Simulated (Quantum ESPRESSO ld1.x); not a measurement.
Task: Bi4+, 79 electrons, occupied as [Xe] 4f14 5d10 6s1 (the NIST ground configuration). Calculated with ld1.x of Quantum ESPRESSO 7.5: scalar-relativistic Kohn-Sham, LDA (Slater exchange, Perdew-Zunger correlation), spin-polarised, spherical densities, point nucleus; open shells are filled with parallel spins first. Some entries of the table are withheld. Estimate them.

orbital  occ.  eigenvalue (eV)  <1/r> (bohr^-1)  r(max) (bohr)
1s up       1         -90660.0            103.3       0.009660
1s down     1         -90659.9            103.3       0.009660
2s up       1         -16324.4            24.27        0.05621
2s down     1         -16324.4            24.27        0.05621
2p up       3         -13972.6            21.22        0.04692
2p down     3         -13972.6            21.22        0.04692
3s up       1         -3971.63            8.988         0.1586
3s down     1         -3971.61            8.988         0.1586
3p up       3         -3300.01            8.106         0.1589
3p down     3         -3299.98            8.106         0.1589
3d up       5         -2625.19            7.602         0.1294
3d down     5         -2625.17            7.602         0.1294
4s up       1         -942.751            3.879         0.3559
4s down     1         -942.715            3.879         0.3559
4p up       3         -722.684            3.479         0.3761
4p down     3         -722.644            3.479         0.3761
4d up       5         -471.343            3.131         0.3816
4d down     5         -471.298            3.131         0.3816
5s up       1         -199.246            1.651         0.7694
5s down     1         -199.153            1.651         0.7694
4f up       7         -194.379            2.746         0.3415
4f down     7         -194.331            2.746         0.3415
5p up       3         -137.099            1.415            (1)
5p down     3         -136.960            1.416            (2)
5d up       5         -67.8512            1.081          1.030
5d down     5         -67.5064            1.086          1.028
6s up       1              (3)           0.6612          1.780
6s down     0              (4)           0.6627          1.775

Result: 
(1) 5p up r(max) (bohr): 0.8589
(2) 5p down r(max) (bohr): 0.8588
(3) 6s up eigenvalue (eV): -51.8660
(4) 6s down eigenvalue (eV): -50.9495
